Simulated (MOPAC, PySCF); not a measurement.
CH₅ClSSi, SMILES `CS[SiH2]Cl` (C–S–Si–Cl torsion 64°), neutral singlet in the gas phase. 

Cartesian coordinates (Å):
SMILES: CS[SiH2]Cl
```xyz
9

C     -1.4822     0.2784    -0.4891
S     -0.4662    -1.2269    -0.5542
Si     1.3763    -0.4314     0.0871
Cl     2.1257     0.9680    -1.2265
H     -1.4965     0.6974     0.5168
H     -2.4935    -0.0168    -0.7661
H     -1.1189     1.0192    -1.2000
H      1.2313     0.2757     1.3811
H      2.3238    -1.5636     0.1697
```
Charge 0, multiplicity 1.

All levels are single points at this geometry (PBE0-D4/def2-TZVP); Pople sets use spherical d functions. Orbital energies aren't observables, and empty levels follow the basis.

HF/6-31G* in PySCF gives dipole (D) = 1.81.

Estimate the dipole (D) from each of these levels: PBE-D3(BJ)/def2-TZVP in PySCF; PBE0-D4/def2-TZVP in PySCF; B3LYP/6-311+G** in PySCF; B3LYP/LANL2DZ in PySCF; M06-2X/6-31G* in PySCF; PBE/6-31G* in PySCF; SVWN5/6-31G* in PySCF; HF/STO-3G in PySCF; AM1 in MOPAC; PM3 in MOPAC; PM6 in MOPAC; PM7 in MOPAC.


| level | dipole (D) |
|---|---|
| PBE-D3(BJ)/def2-TZVP in PySCF | 1.53 |
| PBE0-D4/def2-TZVP in PySCF | 1.56 |
| B3LYP/6-311+G** in PySCF | 1.68 |
| B3LYP/LANL2DZ in PySCF | 2.13 |
| M06-2X/6-31G* in PySCF | 1.75 |
| PBE/6-31G* in PySCF | 1.72 |
| SVWN5/6-31G* in PySCF | 1.76 |
| HF/STO-3G in PySCF | 2.50 |
| AM1 in MOPAC | 1.83 |
| PM3 in MOPAC | 1.98 |
| PM6 in MOPAC | 1.63 |
| PM7 in MOPAC | 2.10 |
